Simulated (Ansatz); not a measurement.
Relaxation of CH₅ClSn (8 atoms, charge 0, multiplicity 1), to a largest force component of 0.02 eV/Å in at most 40 steps.

These are results of RKS BHLYP-D4/def2-SVP (Ansatz 0.2.0), not measurements.

```xyz
8
Properties=species:S:1:pos:R:3:forces:R:3
Sn 0.000 0.000 0.000 0.17 0.27 -0.14
C 0.000 0.000 2.150 -0.11 -0.26 0.42
H -1.000 -0.309 2.521 0.60 0.19 -0.14
H 0.768 -0.711 2.521 -0.47 0.42 -0.16
H 0.232 1.020 2.521 -0.13 -0.55 -0.24
H 1.641 0.000 -0.579 -0.49 -0.17 0.02
H -0.820 1.420 -0.579 0.08 -0.50 0.01
Cl -1.135 -1.967 -0.802 0.34 0.60 0.23
```

Task: Where does it end, and by what steps?

Result: It converged. The force dipped under the threshold on the way, but the program's further checks kept it going. After 11 steps the energy has fallen by 0.091 eV; H4 moved furthest, 0.24 Å.

```json
{"step": "0", "energy less start (eV)": "0.0000", "largest force component (eV/Å)": "0.602", "accepted": "yes"}
{"step": "1", "energy less start (eV)": "-0.0240", "largest force component (eV/Å)": "0.535", "accepted": "yes"}
{"step": "2", "energy less start (eV)": "-0.0872", "largest force component (eV/Å)": "0.145", "accepted": "yes"}
{"step": "3", "energy less start (eV)": "-0.0893", "largest force component (eV/Å)": "0.024", "accepted": "yes"}
{"step": "4", "energy less start (eV)": "-0.0896", "largest force component (eV/Å)": "0.010", "accepted": "yes"}
{"step": "5", "energy less start (eV)": "-0.0900", "largest force component (eV/Å)": "0.016", "accepted": "yes"}
{"step": "6", "energy less start (eV)": "-0.0903", "largest force component (eV/Å)": "0.062", "accepted": "yes"}
{"step": "7", "energy less start (eV)": "-0.0907", "largest force component (eV/Å)": "0.031", "accepted": "yes"}
{"step": "8", "energy less start (eV)": "-0.0910", "largest force component (eV/Å)": "0.006", "accepted": "yes"}
{"step": "9", "energy less start (eV)": "-0.0911", "largest force component (eV/Å)": "0.052", "accepted": "yes"}
{"step": "10", "energy less start (eV)": "-0.0911", "largest force component (eV/Å)": "0.054", "accepted": "yes"}
{"step": "11", "energy less start (eV)": "-0.0913", "largest force component (eV/Å)": "0.008", "accepted": "yes"}
```

```xyz
8
Properties=species:S:1:pos:R:3
Sn 0.025 0.067 0.017
C -0.005 -0.004 2.153
H -1.035 -0.109 2.498
H 0.577 -0.859 2.500
H 0.421 0.913 2.564
H 1.601 0.075 -0.632
H -0.932 1.319 -0.630
Cl -0.966 -1.949 -0.720
```

Whether the end is a true minimum wasn't checked by a vibrational analysis.

Run time: 27 s on 1 thread of Intel(R) Xeon(R) 6975P-C (Granite Rapids) (shared host), peak memory 0.19 GiB.
